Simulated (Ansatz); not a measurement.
A nudged elastic band was laid between two geometries of CH$_{6}$AlBSe (10 atoms, charge 0, multiplicity 1).

All numbers below come from RKS BLYP-D4/def2-SVP (Ansatz).

```json
{
 "movable images": "5",
 "climbing image": "yes",
 "spring": "5.0 eV/Å²",
 "optimiser": "quadratic models (default)",
 "start path": "IDPP",
 "force threshold": "0.05 eV/Å",
 "iteration limit": "60",
 "end points": "relaxed"
}
```

First end point:

```xyz
10
Properties=species:S:1:pos:R:3
C -1.371 0.301 -1.093
Se -1.167 -1.475 -0.191
B 0.432 -1.269 0.839
Al 1.618 0.478 0.917
H -2.275 0.255 -1.728
H -1.496 1.092 -0.331
H -0.486 0.499 -1.726
H 0.670 -2.298 1.446
H 1.360 1.625 2.009
H 2.798 0.741 -0.138
```

Last end point:

```xyz
10
Properties=species:S:1:pos:R:3
C -1.352 0.289 -1.121
Se -1.157 -1.481 -0.204
B 0.423 -1.263 0.854
Al 1.598 0.492 0.944
H -2.255 0.241 -1.757
H -1.476 1.086 -0.366
H -0.465 0.478 -1.754
H 0.653 -2.287 1.470
H 2.809 0.745 -0.078
H 1.304 1.649 2.016
```

Question: Which bonds break or form, and what moves?

Answer: No bond is made or broken. The dihedral Se2–B3–Al4–H9 goes from 90 to -89°. The two ends are copies of one structure, up to a mirror image or an exchange of like atoms.

Question: What energy profile does the band end with?

Answer: The forces met the threshold. The highest image is number 3 of 0 to 6, 1.5 kcal/mol above the ends, which have the same energy within 2 meV. A vibrational analysis at the climbing image gives one clearly imaginary mode, 123i cm⁻¹: a first-order saddle point.

```
image  path coordinate (Å)  energy (kcal/mol)  dihedral Se2–B3–Al4–H9 (°)
    0                 0.00                0.0                          90
    1                 0.97                0.2                         118
    2                 1.94                0.9                         149
    3                 2.91                1.5                        -180
    4                 3.89                0.9                        -148
    5                 4.87                0.2                        -117
    6                 5.85                0.0                         -89
```

Question: What is the geometry of the highest image?

Answer: 
```xyz
10
Properties=species:S:1:pos:R:3
C -0.904 -0.194 -1.596
Se -1.267 -1.372 -0.020
B -0.080 -0.775 1.353
Al 1.336 0.817 1.227
H -1.576 -0.525 -2.408
H -1.116 0.856 -1.334
H 0.149 -0.303 -1.908
H -0.255 -1.457 2.345
H 2.284 1.217 2.454
H 1.512 1.685 -0.110
```

Question: What are the harmonic wavenumbers there?

Answer: 123i, 41, 131, 147, 211, 398, 536, 543, 559, 671, 730, 792, 865, 876, 956, 1248, 1400, 1406, 1846, 1854, 2520, 2989, 3095, 3107 cm⁻¹.

The band took 7 iterations and of the order of 2.8 core-minutes.

Time of the run: 88 s on 2 threads of Intel(R) Xeon(R) Platinum 8259CL CPU @ 2.50GHz (Skylake/Cascade Lake), on a shared host, peak memory 0.17 GiB.
